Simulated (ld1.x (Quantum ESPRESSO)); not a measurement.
**Transferability test, TM potential for tin (Sn)**

* Element: Sn (Z = 50)
* Generator: ld1.x (Quantum ESPRESSO) 7.5
* Type: norm-conserving Troullier–Martins (Kleinman–Bylander form)
* Functional: PBE
* Relativity: scalar-relativistic
* Frozen core: [Kr] 4d10
* Valence charge: 4
* Reference configuration: 5s2 5p2
* Partial waves: 5p (bound): rc 2.50 bohr; 5d channel at 0.3 Ry: rc 2.45 bohr; 5s (bound): rc 1.65 bohr
* Local potential: the s channel
* Core correction: Bessel-smoothed model core inside 0.85 bohr

Energies are relative to the spin-unpolarised reference configuration 5s2 5p2; without spin polarisation the order of configurations can differ from experiment.

```csv
valence configuration,charge,ΔE all-electron (eV),error AE − PS (meV)
5s2 5p0,+2,20.827,-62
5s1 5p0,+3,51.798,-333
5s1 5p3,0,6.978,-18
5s1 5p2,+1,14.524,-40
5s2 5p1.5,+0.5,2.616,-1.6
```

(1) What are ΔE and the potential's error for 5s2 5p1?

(2) What are ΔE and the potential's error for 5s2 5p2.3?

Levels in the configuration 5s2 5p1.5:

| level | all-electron (eV) | pseudo (eV) |
| --- | --- | --- |
| 5s | -14.024 | -14.033 |
| 5p | -6.827 | -6.832 |

Note: ghost state, extra bound levels that the all-electron valence spectrum of the same l lacks: d at -308.2 eV. A true bound ghost makes a file unfit for plane-wave use.

Answers

(1) ΔE = 6.875 eV all-electron; the error (AE − PS) is -8.3 meV.

(2) ΔE = -0.849 eV all-electron; the error (AE − PS) is +0.1 meV.
